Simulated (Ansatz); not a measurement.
Computed with Ansatz on PBE0-D4/def2-TZVP structures; ΔE is electronic, products minus reactants. CCSD(T)/CBS is the MP2 limit (def2-TZVPP, def2-QZVPP) plus CCSD(T) − MP2 in def2-TZVPP, frozen cores. DFT in def2-TZVPP. B3LYP here is the variant with VWN-RPA as its local correlation; programs differ in this. For Ge outer-core shells are correlated without core-valence functions, which leaves a few kJ/mol of doubt a bond. Scalar relativity is left out up to krypton. One conformer a species, not always the lowest.

Reaction (redistribution): `[GeH3][O][GeH3]` + `[F][GeH2][CH2][SiH3]` → `[F][GeH2][CH2][GeH3]` + `[SiH3][O][GeH3]`

| level | ΔE (kcal/mol) | difference from CCSD(T)/CBS |
| --- | --- | --- |
| PBE-D4 | -12.0 | 2.4 |
| r2SCAN-D4 | -13.0 | 1.4 |
| PBE0-D4 | -12.9 | 1.5 |
| B3LYP-D4 | -13.4 | 1.0 |
| ωB97M-V | -13.4 | 1.0 |
| B2PLYP | -13.8 | 0.6 |
| r2SCAN | -13.0 | 1.4 |
| SCS-MP2/def2-TZVPP | -14.1 | 0.3 |
| HF/def2-QZVPP | -14.9 | -0.5 |
| MP2/CBS(def2) | -14.8 | -0.4 |
| CCSD(T)/CBS | -14.4 | 0 |

Largest T1 diagnostic among the species: 0.012.

From PBE to PBE0 (25 % exact exchange), in def2-TZVPP and without D4, ΔE moves by −0.9 kcal/mol.
